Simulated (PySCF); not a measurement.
SMILES CC(C)c1cccc(F)c1 (C9H11F), GFN2-xTB optimised geometry.

```
21

C     -1.21    -2.31    -1.21
C     -1.56    -1.45     0.01
C     -1.30    -2.21     1.31
C     -0.79    -0.15     0.00
C     -1.46     1.07     0.00
C     -0.76     2.27     0.00
C      0.63     2.27     0.00
C      1.28     1.05     0.00
F      2.63     1.03     0.00
C      0.60    -0.15     0.00
H     -1.83    -3.20    -1.22
H     -0.17    -2.61    -1.18
H     -1.38    -1.75    -2.13
H     -2.63    -1.21    -0.04
H     -1.90    -3.12     1.34
H     -0.26    -2.49     1.39
H     -1.56    -1.60     2.17
H     -2.54     1.08     0.00
H     -1.29     3.20     0.01
H      1.19     3.19     0.00
H      1.16    -1.07     0.00
```

Density from CAM-B3LYP/def2-SVP in PySCF at that geometry.

Minimum of the electron density along straight lines between bonded atoms, close to the bond critical point (lines longer than 1.1 times the sum of covalent radii, or with two minima, are not listed):

```json
[
 {"bond": "C1–C2", "length / Å": "1.530", "ρ at the minimum / e bohr⁻³": "0.244", "∇²ρ there / e bohr⁻⁵": "-0.56", "position (fraction from the first atom)": "0.50"},
 {"bond": "C2–C3", "length / Å": "1.531", "ρ at the minimum / e bohr⁻³": "0.244", "∇²ρ there / e bohr⁻⁵": "-0.56", "position (fraction from the first atom)": "0.50"},
 {"bond": "C2–C4", "length / Å": "1.509", "ρ at the minimum / e bohr⁻³": "0.257", "∇²ρ there / e bohr⁻⁵": "-0.61", "position (fraction from the first atom)": "0.49"},
 {"bond": "C4–C5", "length / Å": "1.390", "ρ at the minimum / e bohr⁻³": "0.312", "∇²ρ there / e bohr⁻⁵": "-0.80", "position (fraction from the first atom)": "0.50"},
 {"bond": "C5–C6", "length / Å": "1.384", "ρ at the minimum / e bohr⁻³": "0.315", "∇²ρ there / e bohr⁻⁵": "-0.82", "position (fraction from the first atom)": "0.50"},
 {"bond": "C6–C7", "length / Å": "1.383", "ρ at the minimum / e bohr⁻³": "0.314", "∇²ρ there / e bohr⁻⁵": "-0.81", "position (fraction from the first atom)": "0.50"},
 {"bond": "C7–C8", "length / Å": "1.382", "ρ at the minimum / e bohr⁻³": "0.320", "∇²ρ there / e bohr⁻⁵": "-0.86", "position (fraction from the first atom)": "0.48"},
 {"bond": "C8–F9", "length / Å": "1.352", "ρ at the minimum / e bohr⁻³": "0.251", "∇²ρ there / e bohr⁻⁵": "0.08", "position (fraction from the first atom)": "0.34"},
 {"bond": "C4–C10", "length / Å": "1.390", "ρ at the minimum / e bohr⁻³": "0.310", "∇²ρ there / e bohr⁻⁵": "-0.79", "position (fraction from the first atom)": "0.50"},
 {"bond": "C8–C10", "length / Å": "1.381", "ρ at the minimum / e bohr⁻³": "0.320", "∇²ρ there / e bohr⁻⁵": "-0.86", "position (fraction from the first atom)": "0.52"},
 {"bond": "C1–H11", "length / Å": "1.088", "ρ at the minimum / e bohr⁻³": "0.277", "∇²ρ there / e bohr⁻⁵": "-1.02", "position (fraction from the first atom)": "0.63"},
 {"bond": "C1–H12", "length / Å": "1.087", "ρ at the minimum / e bohr⁻³": "0.277", "∇²ρ there / e bohr⁻⁵": "-1.03", "position (fraction from the first atom)": "0.63"},
 {"bond": "C1–H13", "length / Å": "1.088", "ρ at the minimum / e bohr⁻³": "0.277", "∇²ρ there / e bohr⁻⁵": "-1.03", "position (fraction from the first atom)": "0.63"},
 {"bond": "C2–H14", "length / Å": "1.096", "ρ at the minimum / e bohr⁻³": "0.277", "∇²ρ there / e bohr⁻⁵": "-1.01", "position (fraction from the first atom)": "0.62"},
 {"bond": "C3–H15", "length / Å": "1.088", "ρ at the minimum / e bohr⁻³": "0.277", "∇²ρ there / e bohr⁻⁵": "-1.02", "position (fraction from the first atom)": "0.63"},
 {"bond": "C3–H16", "length / Å": "1.087", "ρ at the minimum / e bohr⁻³": "0.277", "∇²ρ there / e bohr⁻⁵": "-1.03", "position (fraction from the first atom)": "0.63"},
 {"bond": "C3–H17", "length / Å": "1.088", "ρ at the minimum / e bohr⁻³": "0.277", "∇²ρ there / e bohr⁻⁵": "-1.03", "position (fraction from the first atom)": "0.63"},
 {"bond": "C5–H18", "length / Å": "1.080", "ρ at the minimum / e bohr⁻³": "0.283", "∇²ρ there / e bohr⁻⁵": "-1.08", "position (fraction from the first atom)": "0.63"},
 {"bond": "C6–H19", "length / Å": "1.080", "ρ at the minimum / e bohr⁻³": "0.284", "∇²ρ there / e bohr⁻⁵": "-1.10", "position (fraction from the first atom)": "0.64"},
 {"bond": "C7–H20", "length / Å": "1.078", "ρ at the minimum / e bohr⁻³": "0.283", "∇²ρ there / e bohr⁻⁵": "-1.09", "position (fraction from the first atom)": "0.64"},
 {"bond": "C10–H21", "length / Å": "1.078", "ρ at the minimum / e bohr⁻³": "0.283", "∇²ρ there / e bohr⁻⁵": "-1.09", "position (fraction from the first atom)": "0.64"}
]
```
